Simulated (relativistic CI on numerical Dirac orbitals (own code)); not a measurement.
# Ti3+ in a cubic cluster: 3s photoemission with charge transfer

Computed with a charge-transfer multiplet model of a cubic metal-ligand cluster with up to 2 ligand holes, Slater and spin-orbit integrals from Dirac-Coulomb-Breit ions, Slater integrals scaled by 0.9. The ground state mixes d1 with configurations of k ligand holes L, whose averages lie at kΔ + k(k − 1)U_dd/2; a core hole lowers each added d electron by U_cd. 20 K, Lorentzian 1.4 eV and Gaussian 0.8 eV FWHM.

Atomic integrals in eV (Slater integrals scaled, ζ unscaled), ground: F2dd 7.400, F4dd 4.602, zeta_d 0.017; with the core hole: F2dd 7.400, F4dd 4.602, zeta_d 0.022, G2cd 9.519. Where a configuration has fewer than two d electrons, the dd integrals are those of d2.

Cluster parameters (eV): U_dd = 5.8, U_cd = 6.7, 10Dq = 1.5, 10Dq(ligand) = 0.4, V(eg) = 1.85, V(t2g) = -1, final-state hopping factor = 1.

```tsv
Case	n_d	d1	d2L	d3L2	S
Δ = 2.4 eV	1.59	0.48	0.46	0.07	0.50
Δ = 3.4 eV	1.49	0.55	0.40	0.05	0.50
Δ = 4.4 eV	1.41	0.63	0.34	0.03	0.50
Δ = 5.4 eV	1.34	0.69	0.29	0.02	0.50
Δ = 7.4 eV	1.23	0.78	0.21	0.01	0.50
```

Weights, n_d and S are thermal averages at 20 K. Binding energies count from the first peak over 30 % of the highest in each spectrum, which can be another peak from case to case. The parameters are a model scan and need not match a compound or its usual spin state. Peaks in eV (height, largest 100):
- Δ = 2.4 eV: 0.0 (100), 3.6 (40), 5.2 (31), 10.0 (21), 14.2 (11)
- Δ = 3.4 eV: 0.0 (100), 3.6 (41), 5.3 (30), 7.8 (24), 9.8 (23), 12.7 (12)
- Δ = 4.4 eV: 0.0 (100), 3.6 (42), 5.5 (30), 8.3 (28), 12.6 (12)
- Δ = 5.4 eV: 0.0 (100), 3.7 (43), 5.7 (28), 8.2 (29), 12.4 (12)
- Δ = 7.4 eV: 0.0 (100), 3.7 (43), 6.1 (24), 8.1 (23), 12.0 (9)

Curve for Δ = 5.4 eV (points under 2 left out, the grid thinned):

```csv
E (eV),Intensity
-3.9,4.4
-3.5,5.4
-3.0,7.2
-2.6,9.3
-2.1,13.7
-1.7,20.0
-1.2,35.3
-0.8,57.9
-0.3,92.1
0.1,98.7
0.6,71.3
1.0,47.2
1.5,32.1
1.9,29.3
2.4,30.6
2.8,33.2
3.3,39.6
3.7,42.5
4.2,36.7
4.6,30.3
5.1,27.5
5.5,28.3
5.9,28.0
6.4,24.7
6.8,23.1
7.3,24.2
7.7,26.9
8.2,29.3
8.6,27.9
9.1,23.3
9.5,18.9
10.0,14.5
10.4,12.0
10.9,10.1
11.3,9.4
11.8,10.3
12.2,11.6
12.7,11.2
13.1,8.9
13.6,6.3
14.0,5.0
14.5,4.0
14.9,3.2
15.4,2.5
15.8,2.0
```

For the case Δ = 5.4 eV, Δ = 5.4 eV is smaller than U_dd = 5.8 eV, the charge-transfer side of the Zaanen-Sawatzky-Allen scheme. With the core hole the configuration with one ligand hole lies at Δ − U_cd = -4.3, -3.3, -2.3, -1.3, 0.7 eV from the one without, in the order of the table; where this is negative the screened configuration lies lower, though the effective hopping of about 4.2 eV (from the holes of the mixed ground state) mixes the two strongly wherever it is as large as the gap.

Without intra-shell correlation the exchange splitting of the 3s hole comes out too large.
